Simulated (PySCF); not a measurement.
**Working out the electron affinity of Bi**

Bi⁻ [Xe] 4f14 5d10 6s2 6p4 (3P) → Bi [Xe] 4f14 5d10 6s2 6p3 (4S). Calculation: PySCF 2.14, in aug-cc-pVTZ-PP with one added diffuse shell each of d, f type with ECP60MDF (6s5p5d3f, 67 functions); scalar relativity through the core potential. Frozen: 5s2 5p6 5d10. Energies in hartree (1 hartree = 27.21139 eV):

| part | Bi⁻ (lower) | Bi (upper) |
| --- | --- | --- |
| UHF | -213.587233 | -213.594299 |
| MP2 opposite-spin | -0.057754 | -0.036080 |
| MP2 same-spin | -0.018298 | -0.014732 |

Task: What does Hartree-Fock give?

Result: (-213.594299) − (-213.587233) = -0.007066 hartree = -0.192 eV.

Task: What do MP2 and SCS-MP2 (6/5 opposite-spin, 1/3 same-spin) give?

Result: The opposite-spin parts differ by 0.590 eV and the same-spin parts by 0.097 eV. MP2: -0.192 + (0.590) + (0.097) = 0.495 eV. SCS-MP2: -0.192 + 1.2 × (0.590) + (0.097)/3 = 0.548 eV.

Reference: 0.942 eV (measured; photodetachment measurements, as compiled on the Wikipedia data page of electron affinities), between the lowest levels; spin-orbit coupling is absent from the calculation.

What remains against the reference includes basis incompleteness, the frozen core and correlation beyond second order.
